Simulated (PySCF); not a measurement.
## Functional dependence of a UV spectrum

C4H5BrO.
Structure used (PBE0-D3(BJ)/def2-SVP), in Å, numbered top down from 1:
```xyz
11
C4H5BrO angstrom
C     -1.7090    0.0736    0.5819
O     -0.6956   -0.9242    0.6282
C      0.4763   -0.5586    0.1833
C      1.7288   -0.8366   -0.0811
C      1.2197    0.4865   -0.4918
Br     0.8020    0.8703   -2.4123
H     -2.6593   -0.4382    0.7729
H     -1.7350    0.5554   -0.4069
H     -1.5404    0.8332    1.3609
H      2.5859   -1.5016   -0.1075
H      1.5281    1.4485   -0.0618
```

Linear-response calculations in the def2-SVPD basis (PySCF; singlets by full response, triplets Tamm–Dancoff, core orbitals frozen in the response; HF means time-dependent Hartree–Fock). 'Strongest' is the level of largest summed f among the singlets computed (10 roots, of which the last may lack a degenerate partner); it can jump between rows when another state enters that window. S1 is the lowest singlet of each run and needn't be the same state throughout; f(S1) is that of one state. Isolated species at its PBE0-D3(BJ)/def2-SVP geometry (one conformer only). The LDA/def2-SVPD calculation is non-relativistic and has no spin–orbit coupling, an omission that weighs most on bromine.

| functional | kind | S1 (eV) | f(S1) | strongest (eV) | T1 (eV) | HOMO (eV) | gap (eV) | ionisation energy, ΔSCF (eV) |
| --- | --- | --- | --- | --- | --- | --- | --- | --- |
| LDA | LDA | 5.19 | 0.001 | 6.10 | 4.46 | -6.24 | 4.90 | 9.60 |
| B3LYP | global hybrid, 20% exact exchange | 5.70 | 0.000 | 6.45 | 4.43 | -6.95 | 6.54 | 9.09 |
| PBE0 | global hybrid, 25% exact exchange | 5.86 | 0.000 | 6.71 | 4.43 | -7.17 | 7.02 | 9.10 |
| BHandHLYP | global hybrid, 50% exact exchange | 6.14 | 0.001 | 6.98 | 4.46 | -8.12 | 8.86 | 9.06 |
| CAM-B3LYP | range-separated hybrid | 5.91 | 0.000 | 6.93 | 4.45 | -8.38 | 9.21 | 9.18 |
| wB97X-D | range-separated hybrid | 5.97 | 0.000 | 7.09 | 4.57 | -8.91 | 10.49 | 9.14 |
| LC-wPBE | range-separated hybrid | 6.13 | 0.000 | 6.60 | 4.40 | -9.64 | 11.58 | 9.26 |
| HF | Hartree–Fock | 6.73 | 0.036 | 7.63 | 4.24 | -9.55 | 11.98 | not settled |

Question: What does PBE (GGA) give?

Answer: S1 (eV) 5.26, f(S1) 0.001, strongest (eV) 6.04, T1 (eV) 4.35, HOMO (eV) -6.07, gap (eV) 4.96, ionisation energy, ΔSCF (eV) 8.93. S1 runs from 5.19 eV (LDA) to 6.73 eV (HF), a spread of 1.54 eV, while the orbital gap spreads over 7.1 eV. Along PBE (0%), B3LYP (20%), PBE0 (25%), BHandHLYP (50%), HF (100%) S1 rises with the share of exact exchange. −ε(HOMO) comes closest to its own ΔSCF ionisation energy with wB97X-D (-0.22 eV) and misses most with LDA (-3.36 eV). 'Not settled' means that the ion's SCF failed to converge or may have ended in another state than the lowest.
